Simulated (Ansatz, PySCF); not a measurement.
Complex: CH3F (SMILES CF) (first 5 atoms) with C2H3N (SMILES CC#N); geometry from B3LYP-D3(BJ)/def2-TZVP, rigid monomers moved along the line of their centres of mass till F2···H9 is 2.22 Å.
(charge 0, multiplicity 1):
```xyz
11

C      0.3729     0.5925    -0.1777
F      1.1632    -0.2915     0.5656
H     -0.1778     1.2259     0.5152
H      1.0306     1.1901    -0.8090
H     -0.3111     0.0062    -0.7914
C      1.0956    -0.3695     3.5692
C      0.1842     0.6908     3.1725
N     -0.5349     1.5263     2.8459
H      1.4434    -0.8939     2.6798
H      1.9535     0.0511     4.0945
H      0.5884    -1.0731     4.2297
```

Monomers are frozen at their geometry in the pair; levels with a basis set take the counterpoise correction.

Cores are frozen in the correlated methods. Rows in 6-31G* carry no dispersion term and start afresh at each structure (6-31G* with six Cartesian d functions).

Programs: Ansatz (Gaussian orbitals); PySCF for 6-31G* rows, the dispersion terms. Each number belongs to the level named beside it.

**Question.** What is the computed interaction energy (PBE-D3(BJ)/def2-TZVPPD)?

**Answer.** -125 meV

**Question.** Give the interaction energy at the level CCSD(T)/aug-cc-pVDZ.

**Answer.** -101 meV

**Question.** Estimate the interaction energy that HF/6-31G* returns for this input.

**Answer.** -3 meV

Ansatz is a program for electronic structure.
